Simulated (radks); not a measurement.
Excited configurations of I III: one electron is placed in a higher orbital outside [Kr] 4d10 5s2 5p2. The ground configuration is [Kr] 4d10 5s2 5p3. Method: Dirac Kohn-Sham, PBE, spin-unpolarised, spherical densities, point nucleus; open shells fill j = l - 1/2 first; computed with a radial shooting solver on a logarithmic mesh with Libxc functionals. Excitation = E - E(ground); binding = E(ion) - E, where the ion is the core of charge +3; n* = 3/sqrt(2 binding) in atomic units, and the quantum defect is n - n*.

| outer orbital | excitation (eV) | binding (eV) | n* | quantum defect | <r> (bohr) |
|---|---|---|---|---|---|
| 5f5/2 | 22.139 | 6.585 | 4.312 | 0.688 | 7.258 |
| 6s1/2 | 13.618 | 15.106 | 2.847 | 3.153 | 4.223 |
| 6d3/2 | 20.415 | 8.309 | 3.839 | 2.161 | 6.692 |
| 6f5/2 | 24.177 | 4.548 | 5.189 | 0.811 | 11.66 |
| 7s1/2 | 20.321 | 8.403 | 3.817 | 3.183 | 7.547 |
| 7p1/2 | 21.502 | 7.222 | 4.118 | 2.882 | 8.488 |
| 7f5/2 | 25.423 | 3.301 | 6.091 | 0.909 | 17.03 |

The Delta-SCF ionisation energy is 28.724 eV (NIST Atomic Spectra Database: 29.57 eV, measured). Self-interaction in the functional shifts the binding energies and quantum defects, so they are the method's values and not measured ones. Spin polarisation and multiplet splitting are left out, so open shells lie too high by an amount that depends on their filling.

Beside tabulated values, note that spin-unpolarised runs miss the spin-polarisation part of the exchange energy of open shells.
